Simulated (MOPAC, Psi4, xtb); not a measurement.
Intermolecular potential of H2 ··· H6B3N3 (SMILES [H][H] and B1NBNBN1). Monomers: optimised at B3LYP-D3(BJ) (def2-TZVP), held rigid. Orientation: a higher rigid-body minimum at GFN2-xTB. Only R, the distance of the centres of mass, is varied, so the lowest point isn't the relaxed dimer.

Geometry at R = 3.25 Å (first 2 atoms: monomer A):
```
14

H      0.3719     0.0000     0.0000
H     -0.3719     0.0000     0.0000
B      0.4871    -3.4366    -1.0310
N     -0.2196    -2.9879    -2.1874
B      0.2914    -1.9895    -3.0706
N      1.5687    -1.4355    -2.7549
B      2.3294    -1.8376    -1.6158
N      1.7588    -2.8404    -0.7751
H      0.0352    -4.2725    -0.3106
H     -1.1187    -3.3936    -2.3889
H     -0.3216    -1.6340    -4.0297
H      1.9502    -0.7297    -3.3631
H      3.3944    -1.3571    -1.3771
H      2.2763    -3.1405     0.0347
```

Levels of theory: PM7, restricted, heats of formation (MOPAC); PM3, restricted, heats of formation (MOPAC); GFN1-xTB (xtb); SAPT0/jun-cc-pVDZ, frozen core (Psi4).

Interaction energies in kcal/mol; the last columns give the difference from SAPT0:

| R / Å | PM7 | PM3 | GFN1-xTB | SAPT0/jun-cc-pVDZ | PM7 − SAPT0/jun-cc-pVDZ | PM3 − SAPT0/jun-cc-pVDZ | GFN1-xTB − SAPT0/jun-cc-pVDZ |
|---|---|---|---|---|---|---|---|
| 2.62 | 2.28 | 2.67 | 1.22 | 1.70 | 0.59 | 0.98 | -0.47 |
| 2.85 | 0.77 | 1.28 | 0.20 | 0.59 | 0.17 | 0.69 | -0.40 |
| 3.06 | 0.07 | 0.67 | -0.20 | 0.12 | -0.05 | 0.54 | -0.32 |
| 3.25 | -0.27 | 0.37 | -0.33 | -0.07 | -0.20 | 0.44 | -0.26 |
| 3.46 | -0.47 | 0.20 | -0.36 | -0.15 | -0.32 | 0.35 | -0.21 |
| 3.63 | -0.56 | 0.12 | -0.35 | -0.17 | -0.39 | 0.29 | -0.18 |
| 3.93 | -0.59 | 0.06 | -0.29 | -0.14 | -0.44 | 0.20 | -0.15 |
| 4.27 | -0.50 | 0.03 | -0.22 | -0.10 | -0.40 | 0.13 | -0.12 |
| 4.77 | -0.33 | 0.01 | -0.14 | -0.05 | -0.27 | 0.06 | -0.08 |
| 5.43 | -0.17 | 0.00 | -0.07 | -0.02 | -0.14 | 0.03 | -0.05 |
| 6.43 | -0.06 | 0.00 | -0.03 | -0.01 | -0.06 | 0.01 | -0.02 |
| 7.72 | -0.02 | 0.00 | -0.01 | 0.00 | -0.02 | 0.00 | -0.01 |

PM7 is furthest from SAPT0/jun-cc-pVDZ at 2.62 (0.59 kcal/mol, above); its mean absolute difference over the points is 0.25 kcal/mol.

PM3 is furthest from SAPT0/jun-cc-pVDZ at 2.62 (0.98 kcal/mol, above); its mean absolute difference over the points is 0.31 kcal/mol.

GFN1-xTB is furthest from SAPT0/jun-cc-pVDZ at 2.62 (-0.47 kcal/mol, below); its mean absolute difference over the points is 0.19 kcal/mol.
